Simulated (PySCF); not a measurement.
# C₆ coefficients of unlike pairs at PBE

Calculated with PySCF 2.14 from the dipole response of each species, C₆(A,B) = (3/π) ∫ α_A(iu) α_B(iu) du, in atomic units, from isotropic polarisabilities. For ions this is the dispersion term alone; charge-induced terms of lower order in 1/R come first.

```
species           configuration                                                                             basis      relativity  α (bohr³)  C₆ (like pair)
      F       [He] 2s2 2p5 (2P)                                                          aug-cc-pVQZ (6s5p4d3f2g)            none      4.031           11.04
    Mn⁺       [Ar] 3d5 4s1 (7S)  aug-cc-pVTZ with one added diffuse shell each of s, p, d, f, g type (9s8p6d4f3g)            none      28.53           149.3
     Os  [Xe] 4f14 5d6 6s2 (5D)                                       aug-cc-pwCVTZ-PP with ECP60MDF (8s8p7d4f3g)  core potential      55.35           623.7
    Sn⁺  [Kr] 4d10 5s2 5p1 (2P)                                                        aug-cc-pVTZ-DK3 (8s7p5d2f)   spin-free X2C      27.38           204.4
```

**Question.** Estimate C₆ for Sn⁺ with Os.

**Answer.** The integral gives 355.1. The combination rule 2 C_A C_B / (C_A α_B/α_A + C_B α_A/α_B) gives 353.3 and the geometric mean 357.1.

No spin-orbit coupling is included.

The other pairs:

```
    pair     C₆
  Mn⁺, F  35.42
 Os, Mn⁺  304.5
   Os, F  74.00
  Sn⁺, F  43.71
Sn⁺, Mn⁺  172.4
```
